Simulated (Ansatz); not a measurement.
cis-OsH2(PH3)4 (P₄OsH₁₄). Total charge 0; triplet. Geometry PBE-D4/def2-SVP; atoms count from 1.

| atom | x (Å) | y (Å) | z (Å) |
| --- | --- | --- | --- |
| Os1 | 0.190 | -0.345 | -0.368 |
| H2 | -0.696 | -1.735 | -0.562 |
| P3 | 1.604 | 1.472 | 0.216 |
| H4 | 1.488 | 2.109 | 1.504 |
| H5 | 1.658 | 2.701 | -0.538 |
| H6 | 3.034 | 1.308 | 0.268 |
| H7 | 0.647 | -1.550 | 0.665 |
| P8 | -1.988 | 0.426 | -0.422 |
| H9 | -2.814 | 0.311 | 0.755 |
| H10 | -2.941 | -0.136 | -1.341 |
| H11 | -2.320 | 1.805 | -0.690 |
| P12 | -0.462 | -0.171 | 2.718 |
| H13 | -1.058 | -1.476 | 2.746 |
| H14 | -0.896 | 0.126 | 4.087 |
| H15 | 0.822 | -0.632 | 3.165 |
| P16 | 0.781 | -0.890 | -2.532 |
| H17 | -0.158 | -1.537 | -3.410 |
| H18 | 1.845 | -1.839 | -2.744 |
| H19 | 1.261 | 0.053 | -3.516 |

In the def2 sets Os takes a core potential; there is no spin–orbit coupling. The name describes the singlet; other states may take another shape. At PBE0-D4/def2-TZVP a singlet of charge 0 lies 3.17 eV below the triplet, each at its own geometry.

(1) Estimate the Mulliken populations from the PBE0/def2-TZVP orbitals of Ansatz.

(2) Where does the spin sit?

(3) And the Mayer bond orders between heavy atoms (over 0.3)?

Results:

(1) 
```
atom  charge (e)  spin (α − β)  d electrons
 Os1        0.02          1.31         6.89
  H2       -0.01         -0.02            –
  P3       -0.24          0.02            –
  H4        0.08          0.02            –
  H5        0.08          0.02            –
  H6        0.09          0.02            –
  H7       -0.06          0.11            –
  P8       -0.21          0.14            –
  H9        0.08          0.04            –
 H10        0.08          0.00            –
 H11        0.07          0.02            –
 P12       -0.29          0.07            –
 H13        0.11         -0.01            –
 H14        0.05          0.09            –
 H15        0.10         -0.01            –
 P16       -0.20          0.14            –
 H17        0.08          0.00            –
 H18        0.09          0.03            –
 H19        0.07          0.02            –
```
Mulliken values depend strongly on the basis.

(2) Summed by element: Os 1.31, H 0.32, P 0.37, of 2 unpaired in all. Largest on single atoms: Os1 1.31, P16 0.14, P8 0.14.

(3) Os1–P3 0.77 (2.38 Å); Os1–P8 0.98 (2.31 Å); Os1–P16 1.01 (2.31 Å).
